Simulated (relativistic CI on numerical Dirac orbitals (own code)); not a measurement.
## Hyperfine structure of Ir XXV, mass number 191

Calculated at this level of theory: Dirac-Coulomb-Breit CI, KLI orbitals optimised for each configuration, model QED, unscaled Slater integrals (own radial code, finite nucleus).

CI space (outside the closed core [Ar] 3d10 4p6 4d10): 4s²4f⁷, 4s²4f⁶5s, 4s²4f⁵5s², 4s²4f⁶6s, 4f⁹. Levels of other configurations are missing.

Nuclear spin I = 3/2, μ = 0.1502 μN, Q = 0.816 b (tables of Stone and Pyykkö). The electronic factors are computed for point nuclear moments, without core polarisation or the Bohr-Weisskopf and QED corrections.

| Level | E (eV) | A (MHz) | B (MHz) |
| --- | --- | --- | --- |
| 4s²4f⁷ ⁶P°5/2 | 9.2980 | 140.2 | 1500 |
| 4s²4f⁷ ⁶I°7/2 | 9.7272 | 330.6 | 1120 |
| 4s²4f⁷ ⁶P°3/2 | 10.0726 | -109 | -554 |
| 4s²4f⁷ ⁶I°9/2 | 10.2795 | 297.9 | 1560 |
| 4s²4f⁷ ⁶I°17/2 | 10.5010 | 261.3 | 46.8 |
| 4s²4f⁷ ⁶I°11/2 | 10.8853 | 279.3 | 1040 |
| 4s²4f⁷ ⁶I°13/2 | 11.1372 | 263.4 | 760 |
| 4s²4f⁷ ⁶I°15/2 | 11.1521 | 254.6 | 715 |

Levels with J = 0, under 50 % of one LS term, or S terms without an open s electron are left out. Small factors come from cancelling terms and can be off by tens of per cent or more.

At this charge energies of transitions that change n are usually good to better than 1 %, and those within a shell (Δn = 0) to a few per cent. Terms inside the open d or f shell come out 10 to 20 % too wide with unscaled integrals.

Give the hyperfine levels of 4s²4f⁷ ⁶P°5/2 relative to its centre of gravity.

With K = F(F + 1) − I(I + 1) − J(J + 1), E = AK/2 + B[¾K(K + 1) − I(I + 1)J(J + 1)]/[2I(2I − 1)J(2J − 1)]: F = 1: 313.1, F = 2: -605.7, F = 3: -859.6, F = 4: 900.7 MHz.

LS names give the leading component of a level, which can be under half, so a name can repeat, a term be missing and a line seem to break the LS rules.
